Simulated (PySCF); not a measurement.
Isomers C₇H₁₀O₄:

A. `C=CCOC(=O)C(=O)OCC`
B. SMILES COC(=O)C(=O)OC1CCC1
C. `C/C=C/COC(=O)OC(C)=O`
D. `C[C@@H](OC=O)C(=O)OC1CC1`

Spectrum 1. 13C{1H} NMR (computed): δ 170.3 (C), 155.0 (C), 132.7 (CH), 131.3 (CH), 70.5 (CH2), 23.6 (CH3), 21.8 (CH3).

Spectrum 2. 13C{1H} NMR (computed): δ 163.4 (C), 161.2 (C), 68.1 (CH), 52.5 (CH3), 31.2 (CH2), 12.8 (CH2).

Spectrum 3. 13C{1H} NMR (computed): δ 175.9 (C), 166.0 (CH), 73.5 (CH), 50.6 (CH), 19.4 (CH3), 7.5 (CH2), 7.1 (CH2).

Spectrum 4. 13C{1H} NMR (computed): δ 164.2 (C), 163.6 (C), 140.5 (CH), 129.7 (CH2), 71.0 (CH2), 65.7 (CH2), 15.8 (CH3).

Computed data (PySCF): structure optimised with GFN2-xTB, shielding tensors at PBE0/pcSseg-1 (GIAO). One computed conformer, fast rotation and ring inversion assumed for equivalent nuclei, non-relativistic, gas phase.

Shifts are taken against calculated references (same method and geometry level): 13C (σref 186.93) vs TMS. Shifts are as computed. Against solution values, carbons near 30 ppm lie about +3 ppm off and those near 130 ppm about +5 ppm. Of 1211 compounds with measured shifts, 218 miss one by over three times the rms of a fit or turn the order of signals round; such compounds aren't used in these exercises.

Which spectrum belongs to which compound?

Results:

1–C, 2–B, 3–D, 4–A.

- Spectrum 1 (C): 7 13C signals; δC 170.3 is an anhydride carbonyl carbon; δC 155.0 is a carbonate carbon.
- Spectrum 2 (B): 6 13C signals; δC 163.4 is an ester carbonyl carbon; δC 161.2 is an ester carbonyl carbon.
- Spectrum 3 (D): 7 13C signals; δC 175.9 is an ester carbonyl carbon; δC 166.0 is an ester carbonyl carbon.
- Spectrum 4 (A): 7 13C signals; δC 164.2 is an ester carbonyl carbon; δC 163.6 is an ester carbonyl carbon.
